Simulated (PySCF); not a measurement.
C4H6ClF, SMILES [C@H](Cl)(F)CC=C. Atoms are numbered in the order given.

```xyz
12

C      3.0377     0.0525     0.4220
C      1.9014    -0.5549     0.0724
C      0.7089     0.1428    -0.5208
C     -0.5314    -0.0243     0.3419
F     -0.8348    -1.3475     0.4713
Cl    -1.9411     0.8292    -0.3928
H      3.8758    -0.5056     0.8478
H      3.1763     1.1305     0.2874
H      1.7939    -1.6351     0.2223
H      0.9033     1.2182    -0.6486
H      0.4674    -0.2735    -1.5143
H     -0.4051     0.4009     1.3486
```

Geometry: B3LYP-D3(BJ)/def2-SVP. The structure was generated by enumeration; whether it is a known compound was not checked. Other conformers were not sampled.

These are PBE/pcSseg-1 (PySCF) values and carry that method's errors.

GIAO shieldings, no solvent; atoms listed in one row are averaged. δ = σ(ref) − σ: ¹³C against TMS (σ = 182.0 ppm); ¹⁹F against CFCl3 (σ = 133.6 ppm); ³⁵Cl against HCl (σ = 936.5 ppm); ¹H against TMS (σ = 31.49 ppm), references at their B3LYP-D3(BJ)/def2-TZVP geometries, non-relativistic (without spin–orbit terms, shifts of atoms bonded to Cl or Br come out too high).

```tsv
nucleus	atoms	count	δ (ppm)
¹³C	C2	1	143.2
¹³C	C1	1	127.5
¹³C	C4	1	118.9
¹³C	C3	1	54.5
¹⁹F	F5	1	-168.0
³⁵Cl	Cl6	1	295.9
¹H	H9	1	6.39
¹H	H12	1	6.38
¹H	H7, H8	2	5.72
¹H	H11	1	3.29
¹H	H10	1	2.54
```
